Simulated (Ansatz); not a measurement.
C2H6GaIn (`C=[C]([GaH2])[InH2]`). Charge 0, multiplicity 1. In: def2 effective core potential.

| atom | x (Å) | y (Å) | z (Å) |
| --- | --- | --- | --- |
| C1 | -1.206 | -0.123 | 0.888 |
| C2 | -0.105 | -0.053 | 0.124 |
| Ga3 | 1.349 | -1.282 | 0.574 |
| In4 | -0.120 | 1.394 | -1.464 |
| H5 | -2.084 | 0.509 | 0.737 |
| H6 | -1.299 | -0.825 | 1.722 |
| H7 | 2.692 | -1.304 | -0.243 |
| H8 | 1.124 | -2.255 | 1.794 |
| H9 | 1.219 | 1.605 | -2.529 |
| H10 | -1.569 | 2.334 | -1.602 |

Problem. List the harmonic frequencies (cm⁻¹, unscaled) at PBE0-D4/def2-TZVP in Ansatz. (Estimate.)

Solution. Ansatz gave: 97, 98, 127, 209, 215, 301, 361, 480, 500, 579, 581, 661, 721, 757, 1040, 1136, 1444, 1613, 1783, 1813, 1935, 1961, 3055, 3120.

Problem. Is this a minimum?

Solution. Yes, all 24 modes are real.

Problem. Give the ideal-gas thermochemistry at 298.15 K and 1 bar (rigid rotor, harmonic oscillator; point group Cs, symmetry number 1).

Solution. Zero-point energy 147.1 kJ/mol; H(298) − E = 170.7 kJ/mol; entropy 380.4 J/(mol·K), of which translation 175.8, rotation 121.1, vibration 83.5; G(298) − E = 57.3 kJ/mol. Modes under 100 cm⁻¹ are hindered rotations or soft bends, so the harmonic entropy is rough.
